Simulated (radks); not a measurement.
Task: Radial electron density D(r) = 4 pi r^2 rho(r) of an atom or ion with 2 electrons. Method: scalar-relativistic Kohn-Sham, PBEsol, spin-polarised, spherical densities, finite nucleus; Fermi nuclear charge, rms radius of each element as measured or else 0.836 A^(1/3) + 0.57 fm; computed with a radial shooting solver on a logarithmic mesh with Libxc functionals.

```
   r/bohr * D(r) (the largest magnitude, 74, reaches the edge; | marks zero)
 0.001208 |   *
 0.001406 |    *
 0.001624 |     *
  0.00189 |       *
   0.0022 |         *
 0.002541 |           *
 0.002958 |              *
 0.003444 |                 *
 0.003977 |                     *
  0.00463 |                         *
  0.00539 |                              *
 0.006225 |                                   *
 0.007247 |                                        *
 0.008437 |                                             *
 0.009744 |                                                 *
  0.01134 |                                                     *
  0.01321 |                                                      *
  0.01525 |                                                     *
  0.01775 |                                                  *
  0.02067 |                                             *
  0.02387 |                                      *
  0.02779 |                              *
  0.03235 |                     *
  0.03736 |              *
  0.04349 |        *
  0.05063 |    *
  0.05848 | *
  0.06808 |*
  0.07925 *
```

What is the nuclear charge?

Result: Z = 65. The innermost maximum, from 1s, lies near gamma/Z bohr with gamma = sqrt(1 - (Z/c)^2) = 0.880, here 0.0135 bohr (found: 0.0136), and its height grows with Z. The density is that of the terbium ion Tb63+ in [He]; the configuration itself is not fixed sharply by these data, and Z only to a few units. D(r) has 1 maximum, at r = 0.0136 bohr.
